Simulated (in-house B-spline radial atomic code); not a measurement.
A run on Tm- that did not converge. Method: scalar-relativistic (X2C) PBE0, spin-polarised, spherical fractional occupations, Fermi nucleus of rms radius 5.2256 fm; computed with an all-electron radial atomic-structure program (B-spline basis).

Command:
```bash
python run_scf.py task.json out
```
Settings (nuclear radius in fm, mass in u):
```
Z                69
configuration    [Xe] 4f14 6s2
hamiltonian      x2c
method           pbe0
spin_polarised   True
nucleus          fermi
rms_radius       5.2256
atomic_mass      168.93422
speed_of_light   137.035999084
```

First and last ten iterations of the last attempt (damped for 15 steps, keeping 80 % of the old Fock matrix, then DIIS):
```
 iter        energy (Eh)    residual
    1      -13564.819245    4.92e-01
    2      -13447.680308    1.03e+00
    3      -13560.012978    4.35e-01
    4      -13565.187129    1.71e-01
    5      -13566.557862    6.15e-02
    6      -13566.791625    4.05e-02
    7      -13566.850857    2.95e-02
    8      -13468.692371    8.84e-01
    9      -13555.121676    5.82e-01
   10      -13563.089868    2.82e-01
  111      -13465.460290    9.12e-01
  112      -13462.149983    9.18e-01
  113      -13466.275893    9.05e-01
  114      -13467.628663    8.88e-01
  115      -13460.577533    9.06e-01
  116      -13562.707524    2.94e-01
  117      -13566.613662    6.76e-02
  118      -13460.263359    9.08e-01
  119      -13459.707770    9.14e-01
  120      -13460.007886    9.12e-01
 not converged after 120 iterations
```

The smallest residual met was 2.8e-02; the threshold is about 7e-07. No energy from this run should be used.Radii and densities under X2C are those of the two-component orbitals, without the picture-change correction, which makes inner s shells of heavy atoms about 5 % too small.
